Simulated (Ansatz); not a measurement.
Consider the cleavage of the Al–B bond: `[BH2][AlH][CH2]OC` + H–F → `CO[CH2][AlH][F]` + BH₃.

Computed with Ansatz on PBE0-D4/def2-TZVP structures; ΔE is electronic, products minus reactants. CCSD(T)/CBS adds triple-zeta CCSD(T) − MP2 to the extrapolated MP2 energy (def2 sets, frozen cores). This one scheme is used for every species. DFT in def2-TZVPP. One conformer a species, not always the lowest.

```
            species  PBE-D4 energy (Eh)
`[BH2][AlH][CH2]OC`          -423.15073
                H–F          -100.39347
  `CO[CH2][AlH][F]`          -497.05942
                BH₃           -26.55351
```

Problem. Work out ΔE.

Solution. ΔE = (-497.05942) + (-26.55351) − (-423.15073) − (-100.39347) = -0.06873 Eh = -1.87 eV. CCSD(T)/CBS gives -2.26 eV.

Largest T1 diagnostic among the species: 0.014.

The D4 term adds +0.09 eV with B3LYP and +0.05 eV with PBE0; it sums over pairs of atoms, weighted by their polarisabilities, and B3LYP, whose exchange is more repulsive, gets the larger term. In def2-TZVPP, CCSD(T) changes the Hartree–Fock value by +0.52 eV (the triples alone add +0.08 eV) and MP2 by +0.41 eV. From PBE to PBE0 (25 % exact exchange), in def2-TZVPP and without D4, ΔE moves by −0.14 eV.

B3LYP here is the variant with VWN-RPA as its local correlation; programs differ in this.
